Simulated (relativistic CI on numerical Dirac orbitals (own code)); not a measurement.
# What each ingredient does to the levels of Xe16+

Base calculation: Dirac-Coulomb-Breit CI, KLI orbitals optimised for each configuration, QED by a radiative potential, unscaled Slater integrals.

Configurations in the expansion (outside the closed core [Ar] 3d10): 4s²4p⁶4d², 4s²4p⁵4d³, 4s²4p⁶4d4f, 4s4p⁶4d³, 4s²4p⁵4d²4f, 4s²4p⁶4d5s, 4s²4p⁶4d5p, 4s4p⁶4d²4f, 4s²4p⁶4f5s, 4s²4p⁶4d5d, 4s²4p⁶4f², 4s²4p⁵4f³, 4s²4p⁶5s², 4s²4p⁵4f5s², 4s²4p⁶4f5p, 4s²4p⁵4f²5p. Double excitations out of closed p, d and f shells are left out; levels of such configurations are missing from the list, as are those of other unlisted configurations, and high levels can miss mixing partners. These lack a partner that the ground configuration has and come out too high: 4s4p⁶4d²4f.

Variants: (1) valence Slater integrals scaled by 0.9; (2) configuration mixing switched off; (3) one mean potential for all configurations. Shifts of the energy above 4s²4p⁶4d² ³F2, in cm⁻¹, for the lowest level and the first level of each name with at least 55 % of one term (blank where a level changes its place among those of its configuration and J or its character, or is not in the variant):

| Level | Base | Δ(1) | Δ(2) | Δ(3) |
| --- | --- | --- | --- | --- |
| 4s²4p⁶4d² ³F2 | 0 | 0 | 0 | 0 |
| 4s²4p⁶4d² ³F3 | 17590 | +229 | -67 | -7 |
| 4s²4p⁶4d² ³P0 | 31534 | -2357 | +2166 | -6 |
| 4s²4p⁶4d² ³F4 | 31876 | -209 | +149 | -11 |
| 4s²4p⁶4d² ³P1 | 41376 | -1863 | +2492 | -10 |
| 4s²4p⁶4d² ¹G4 | 58945 | -2580 | +1636 | -15 |
| 4s²4p⁶4d² ¹S0 | 121437 | -8948 | -3451 | -29 |
| 4s²4p⁵4d³ ⁵D°1 | 656246 | +4250 | -19240 | -164 |
| 4s²4p⁵4d³ ⁵D°0 | 661096 | +4197 | -19856 | -162 |
| 4s²4p⁵4d³ ⁵S°2 | 664835 | +5248 | -17824 | -162 |
| 4s²4p⁵4d³ ⁵G°6 | 690258 | +3070 | -15816 | -169 |
| 4s²4p⁵4d³ ³G°3 | 693889 | +1393 | -15968 | -195 |
| 4s²4p⁵4d³ ³G°4 | 700731 | +1568 | -16803 | -185 |
| 4s²4p⁵4d³ ³P°0 | 717389 | -2092 | -18733 | -188 |
| 4s²4p⁵4d³ ³I°7 | 729927 | -370 | -15764 | -180 |
| 4s²4p⁵4d³ ³F°4 | 735240 | -731 |  | -196 |
| 4s²4p⁵4d³ ⁵P°3 | 743244 | -1763 |  | -186 |

At this charge energies of transitions that change n are usually good to better than 1 %, and those within a shell (Δn = 0) to a few per cent. Terms inside the open d or f shell come out 10 to 20 % too wide with unscaled integrals.

Ionisation energy from the two ground configurations alone: base 404.216 eV; valence Slater integrals scaled by 0.9 404.035 eV. The NIST ASD value (theoretical) is 404 eV.

LS names give the leading component of a level, which can be under half, so a name can repeat, a term be missing and a line seem to break the LS rules.
